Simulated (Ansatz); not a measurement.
**Worked example: BH(SH)2 + Sn(SH)4 → B(SH)3 + SnH(SH)3**

Species: BH(SH)2, singlet; Sn(SH)4, singlet; B(SH)3, singlet; SnH(SH)3, singlet. The partners trade H for SH: B–H and Sn–SH bonds give way to B–SH and Sn–H.

Shapes, held fixed at every level: PBE0-D4/def2-TZVP. Flexible molecules stand in one conformer, not always the lowest. Programs: Ansatz 0.2.0. The zero-point and thermal change to 298 K, harmonic and unscaled (PBE0-D4/def2-TZVP), is -4.8 kJ/mol.

At CCSD(T)/def2-TZVPP; 1 Eh = 2625.50 kJ/mol:

| species | energy (Eh) |
| --- | --- |
| BH(SH)2 | -822.107616 |
| Sn(SH)4 | -1807.116366 |
| B(SH)3 | -1219.877670 |
| SnH(SH)3 | -1409.340649 |

Task: Work out ΔH(298 K) of the reaction at this level.

Result: 
1. Products less reactants: (-1219.877670) + (-1409.340649) − [(-822.107616) + (-1807.116366)] = 0.005663 Eh = +14.9 kJ/mol.
2. With the thermal change: +14.9 + (-4.8) = +10.1 kJ/mol.

Other levels give -1.4 (SPW92/def2-TZVPP) to +15.2 kJ/mol (B3LYP-D4/def2-TZVPP). No measured value is set beside it here. For atoms past krypton def2 sets carry core potentials with scalar relativity. Outer-core shells of Sn are correlated, in sets that cover them unevenly.
